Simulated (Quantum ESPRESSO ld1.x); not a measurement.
Problem. Species: Hg26+. Configuration: [Kr] 4d10 4f8 (the NIST ground configuration). All-electron calculation, Dirac Kohn-Sham, PBE, spin-unpolarised, spherical densities, point nucleus; open shells are shared between the two j in proportion to 2j + 1. Program: ld1.x of Quantum ESPRESSO 7.5.

Spin-orbit splittings of the eigenvalues, e(l+1/2) - e(l-1/2), with zeta = 2 splitting/(2l+1) and mean radii in bohr:

| shell | occ. | splitting (eV) | zeta (eV) | <r> j=l-1/2 | <r> j=l+1/2 |
|---|---|---|---|---|---|
| 2p | 6 | 1948 | 1299 | 0.05692 | 0.06559 |
| 3p | 6 | ? | ? | 0.1701 | 0.1859 |
| 3d | 10 | 92.86 | 37.14 | 0.1617 | 0.1665 |
| 4p | 6 | 113.3 | 75.51 | 0.3885 | 0.4180 |
| 4d | 10 | 22.28 | 8.912 | 0.4162 | 0.4250 |
| 4f | 8 | 5.585 | 1.596 | 0.4117 | 0.4156 |

Estimate the 3p splitting.

Solution. 433.3 eV (zeta = 288.9 eV).
